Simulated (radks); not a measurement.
Mo2+, configuration [Kr] 4d3 5p1 (not the ground configuration).

Calculated with a radial shooting solver on a logarithmic mesh with Libxc functionals: Dirac Kohn-Sham, PBEsol, spin-unpolarised, spherical densities, finite nucleus; open shells fill j = l - 1/2 first; Fermi nuclear charge, rms radius 4.4091 fm.

Energy parts (eV):
total: -110092.545
kinetic: 114149.244
electron-nucleus: -265137.473
Hartree: 44180.647
exchange-correlation: -3284.963

Orbitals (lengths in bohr, moments of r in powers of bohr; r(90%) holds 90 % of the orbital's charge):
orbital  occ.  eigenvalue (eV)  r(90%)      <r^4>  small-component weight
1s1/2       2        -19823.87  0.0630  7.219e-06                2.34e-02
2s1/2       2        -2820.195   0.238   0.001336                4.81e-03
2p1/2       2        -2596.843   0.214  0.0008871                4.81e-03
2p3/2       4        -2490.393   0.220  0.0009932                4.66e-03
3s1/2       2        -499.6678   0.634    0.06900                1.28e-03
3p1/2       2        -414.6966   0.641    0.07146                1.23e-03
3p3/2       4        -397.1577   0.656    0.07853                1.19e-03
3d3/2       4        -246.8250   0.661    0.08202                1.07e-03
3d5/2       6        -243.5021   0.666    0.08457                1.06e-03
4s1/2       2         -87.5918    1.60      2.801                2.95e-04
4p1/2       2         -63.1631    1.77      4.184                2.50e-04
4p3/2       4         -60.5785    1.81      4.599                2.40e-04
4d3/2       3         -24.8117    2.56      18.39                1.39e-04
4d5/2       0         -24.5347    2.58      18.99                1.37e-04
5p1/2       1         -14.6159    4.80      226.7                4.06e-05
5p3/2       0         -14.2897    4.89      243.7                3.94e-05

The highest occupied level is 5p1/2 at -14.616 eV. The configuration is held as typed, so some empty levels lie below it. The density falls to 0.001 e/bohr^3 at r = 4.26 bohr.
